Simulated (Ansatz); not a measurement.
Relaxation of CH₄BFSi (8 atoms, charge 0, multiplicity 1), to a largest force component of 0.02 eV/Å in at most 50 steps.

Theory: RKS PBE-D4/STO-3G in Ansatz 0.2.0.

```xyz
8
Properties=species:S:1:pos:R:3:forces:R:3
F -0.053 0.517 -2.883 -0.11 0.23 -0.62
B 0.269 -0.029 -1.759 0.18 -0.39 1.29
C 0.519 -0.507 -0.490 -0.89 1.02 -0.13
Si -0.320 0.199 1.037 0.22 -0.15 -0.55
H 1.187 -1.314 -0.251 0.64 -0.74 -0.02
H 0.709 0.534 2.029 -0.25 -0.02 -0.07
H -1.085 1.401 0.701 0.09 -0.18 0.11
H -1.226 -0.802 1.616 0.13 0.23 0.00
```

Where does it end, and by what steps?

The run converged. The force dipped under the threshold on the way, but the program's further checks kept it going. Limits of this set-up: minimal basis. After 6 steps the energy has fallen by 0.050 eV; H5 moved furthest, 0.13 Å.

```csv
step,energy less start (eV),largest force component (eV/Å),accepted
0,0.0000,1.286,yes
1,-0.0405,0.286,yes
2,-0.0464,0.172,yes
3,-0.0478,0.099,yes
4,-0.0492,0.022,yes
5,-0.0495,0.019,yes
6,-0.0496,0.010,yes
```

```xyz
8
Properties=species:S:1:pos:R:3
F 0.015 0.587 -2.851
B 0.274 0.007 -1.715
C 0.491 -0.541 -0.478
Si -0.310 0.185 1.023
H 1.138 -1.414 -0.322
H 0.685 0.635 1.991
H -1.130 1.330 0.653
H -1.162 -0.788 1.698
```

Run time: 5.9 s on 1 thread of Intel(R) Xeon(R) 6975P-C (Granite Rapids), with other jobs on the host, peak memory 0.17 GiB.
